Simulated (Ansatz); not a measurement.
Ideal-gas functions of AgF (`[F][Ag]`) at 400 K and 1 bar, from an Ansatz frequency run at PBE0-D4/def2-TZVP.

Molar mass 126.87 g/mol, point group C∞v (symmetry number 1), electronic degeneracy 1, moments of inertia 63.725 u Å². Harmonic wavenumbers (cm⁻¹, unscaled): 500.

Use S(trans) = R[1.5 ln M + 2.5 ln T − 1.1517]; rotational temperatures θ = 24.2544 K / I; S(rot) = R[ln(T/σθ) + 1]; for each mode x = 1.438777 ν̃/T, S = R[x/(eˣ − 1) − ln(1 − e⁻ˣ)] and H = RT x/(eˣ − 1); 1 cm⁻¹ = 0.0119627 kJ/mol; R = 8.31446 J/(mol·K).

By hand: the entropy, in J/(mol·K).

Translation 175.4. Rotation: θ = 0.3806 K, giving 66.2. Vibration, mode by mode: 4.47, in all 4.5. Electronic 0.0. Sum 246.1 J/(mol·K).

By hand: H − E and G − E in kJ/mol, counted from the electronic energy.

Zero-point energy ½ × 500 × 0.0119627 = 3.0; thermal vibration 1.2; translation, rotation and pV give 3.5 RT = 11.6. H − E = 15.8 kJ/mol, and G − E = 15.8 − 400 × 246.1/1000 = -82.6 kJ/mol.

Vibration gives 2 % of the entropy.
